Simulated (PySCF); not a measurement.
C₇H₁₄NP.
SMILES with atom numbers: `[CH3:1][CH2:2][N:3]([CH3:4])[P:5]1[CH2:6][CH:7]=[CH:8][CH2:9]1`

Cartesian coordinates in Å at the GFN2-xTB level; atoms count from 1:
```xyz
23
C7H14NP angstrom
C     -2.8699   -0.9569    0.1814
C     -2.1858    0.3728   -0.0853
N     -0.7772    0.3676    0.2854
C     -0.1804    1.6781    0.1226
P      0.1234   -1.0629    0.0611
C      1.4965   -0.7404    1.2986
C      2.6417   -0.1265    0.5592
C      2.5459   -0.0843   -0.7582
C      1.3054   -0.6601   -1.3589
H     -2.6716   -1.2757    1.2019
H     -3.9437   -0.8541    0.0431
H     -2.5016   -1.7231   -0.4973
H     -2.3170    0.6502   -1.1432
H     -2.6717    1.1522    0.5162
H     -0.2652    2.0509   -0.9065
H      0.8716    1.6501    0.3936
H     -0.6918    2.3880    0.7793
H      1.1270   -0.1107    2.1122
H      1.8006   -1.6951    1.7398
H      3.4891    0.2459    1.1154
H      3.3035    0.3300   -1.4067
H      0.8313    0.0163   -2.0757
H      1.5353   -1.5854   -1.8950
```

NICS = −σ at a ghost point: NICS(0) at the centroid of the ring atoms, NICS(1) 1 Å to either side along the normal of their mean plane, zz for the tensor component along that normal. Level: GIAO PBE0/pcSseg-1 (PySCF, non-relativistic, gas phase) on the GFN2-xTB geometry, one conformer.

Ring bond lengths (Å), with Mayer bond orders in brackets: P5–C6 1.876 (0.96), C6–C7 1.495 (1.02), C7–C8 1.321 (1.89), C8–C9 1.494 (1.02), C9–P5 1.891 (0.94).

Task: Give the NICS values of each ring in ppm.

Result: 
```
          ring                                                     type  NICS(0)  NICS(1), two faces  NICS(1)zz, two faces  rms pucker (Å)  centre to ring atoms, mean (Å)
P5–C6–C7–C8–C9  5-membered ring with P; formal bonds 1 double, 4 single     -3.2         -4.0 / -3.2           -6.9 / -7.5            0.06                            1.36
```

Task: What can be read from them?

Result: 
- P5–C6–C7–C8–C9: mean NICS(1)zz -7.2 ppm, shielded. C6, C9 have four or more neighbours; no verdict on aromaticity is drawn.

Task: At the first NICS(1) probe listed for ring P5–C6–C7–C8–C9, 1 Å off the ring, what do the in-plane components average?

Result: The isotropic value is a third of the trace: (3 × -4.0 − (-6.9))/2 = -2.5 ppm.

Task: List the ring angles and the Hirshfeld charges of the ring atoms.

Result: 
- P5–C6–C7–C8–C9: P5 90.1° (+0.207 e), C6 107.8° (-0.124 e), C7 116.8° (-0.053 e), C8 116.7° (-0.053 e), C9 107.4° (-0.129 e); sum 538.7° against 540° for a flat convex ring.

Task: How shielded are the nuclei of the rings and their hydrogens (means over atoms taken as equivalent)?

Result: 
```csv
atoms,environment,σ isotropic (ppm)
P5,three-coordinate phosphorus,303.8
C6 (×2),sp3 carbon bound to phosphorus,148.3
C7 (×2),alkene CH carbon,49.1
H18 (×4),methylene hydrogen,29.25
H20 (×2),vinylic hydrogen,25.54
```
